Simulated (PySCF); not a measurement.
Species: C6H4O.
Atom-mapped SMILES: `[CH3:1][C:2]#[C:3][C:4]#[C:5][CH:6]=[O:7]` (hydrogens: H8, H9, H10 on C1; H11 on C6)

A GFN2-xTB structure was refined with PySCF, PBE0-D3(BJ)/def2-SVP geometry optimisation, gas phase. Its GFN2-xTB values:

```csv
coordinate,GFN2-xTB
C1–C2,1.414 Å
C1–H8,1.097 Å
C2≡C3,1.196 Å
C3–C4,1.404 Å
C4≡C5,1.180 Å
C5–C6,1.416 Å
C6=O7,1.216 Å
C6–H11,1.100 Å
C1–C2–C3,179.1°
C2–C3–C4,178.8°
C3–C4–C5,178.1°
C4–C5–C6,178.6°
C5–C6–O7,126.8°
```

**Question.** How do these coordinates change at the PBE0-D3(BJ)/def2-SVP level?

**Answer.** 
```
coordinate  PBE0-D3(BJ)/def2-SVP (Å or °)  change
     C4≡C5                          1.223  +0.043
     C3–C4                          1.365  -0.039
     C1–C2                          1.446  +0.032
     C5–C6                          1.443  +0.027
     C2≡C3                          1.219  +0.023
    C6–H11                          1.118  +0.018
     C6=O7                          1.206  -0.010
     C1–H8                          1.101  +0.004
  C5–C6–O7                          124.4    -2.4
  C3–C4–C5                          179.7    +1.6
  C2–C3–C4                          179.6    +0.8
  C4–C5–C6                          177.9    -0.7
  C1–C2–C3                          179.8    +0.7
```

The energy falls by 5.5 kcal/mol over 10 energy and gradient evaluations, the largest force component goes from 0.1221 to 3.7e-04 Eh/bohr, and the atoms move by 0.075 Å rms after alignment. The bond that changes most is C4≡C5 (both ends alkyne carbon), which lengthens by 0.043 Å. Bonds longer at the end by more than 0.005 Å: 6 of 10; shorter: 3. Rotational constants go from 38353, 784.3, 772.3 to 38777, 769.9, 758.6 MHz.

The run used 118 basis functions and 77 SCF cycles in all. Time: 29 s wall; peak memory 0.47 GiB. Hardware: one thread, Intel Xeon 6975P-C (x86_64), no GPU (shared host).

Whether it is a minimum is left open (no frequencies).
